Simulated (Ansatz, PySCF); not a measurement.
Gas-phase reaction (SMILES): Cl[Si](Cl)(Cl)Br + 3 [SiH4] (SiH4) -> [SiH3]Br [bromosilane] + 3 [SiH3]Cl [chlorosilane]; bond separation energy.

Each molecule is optimised on its own at B3LYP-D3(BJ)/def2-TZVP (Ansatz, an electronic-structure program). Cores are frozen in the correlated levels unless marked. Spin-orbit coupling is left out. The frozen core is the preceding noble-gas configuration, with the filled d and f shells of earlier blocks. No relativistic terms. CBS marks a two-point X^-3 extrapolation of the correlation energy; Hartree-Fock from the larger set. [CCSD(T)-MP2]/basis is that difference in the basis named. Thermal terms are rigid-rotor harmonic-oscillator values from B3LYP-D3(BJ) frequencies (Ansatz or PySCF) at 298.15 K and 1 atm. 1 Eh = 627.5095 kcal/mol.

| species | E, RI-MP2/CBS(def2-TZVPPD,def2-QZVPPD)+[CCSD(T)-MP2]/def2-TZVPPD (Ansatz) (Eh) | E, B3LYP-D3(BJ)/def2-TZVPD (Ansatz + dftd3) (Eh) | H - E (Eh) | G - E (Eh) |
|---|---|---|---|---|
| Cl[Si](Cl)(Cl)Br | -4241.28898 | -4244.61146 | 0.01441 | -0.02602 |
| [SiH3]Br | -2863.59532 | -2865.55631 | 0.03025 | 0.00042 |
| [SiH3]Cl | -750.69219 | -751.60414 | 0.03058 | 0.00210 |
| [SiH4] (SiH4) | -291.46147 | -291.91976 | 0.03520 | 0.01198 |

Problem. Work out ΔE and ΔH, ΔG, ΔS and the equilibrium constant at 298.15 K at the first level, then ΔH at the second.

Solution. 
1. ΔE = [(-2863.59532) + 3×(-750.69219)] - [(-4241.28898) + 3×(-291.46147)] = 0.00150 Eh = 0.9 kcal/mol at RI-MP2/CBS(def2-TZVPPD,def2-QZVPPD)+[CCSD(T)-MP2]/def2-TZVPPD.
2. The terms H - E add up to 0.00198 Eh, so ΔH = (0.00150 + (0.00198))×627.5095 = 2.2 kcal/mol.
3. The terms G - E add up to -0.00320 Eh, so ΔG = -1.1 kcal/mol, and ΔS = (0.00198 - (-0.00320))×627509.5/298.15 = 10.9 cal/(mol K).
4. log10 K = -ΔG/(RT ln 10) = 0.8, with RT ln 10 = 1.3642 kcal/mol.
5. At B3LYP-D3(BJ)/def2-TZVPD the same steps give ΔE = 1.3 and ΔH = 2.5 kcal/mol, a shift of +0.3 from the first level.
6. These values are not checked against measurement here, since the tables used lack a sound gas-phase enthalpy of formation for at least one species.
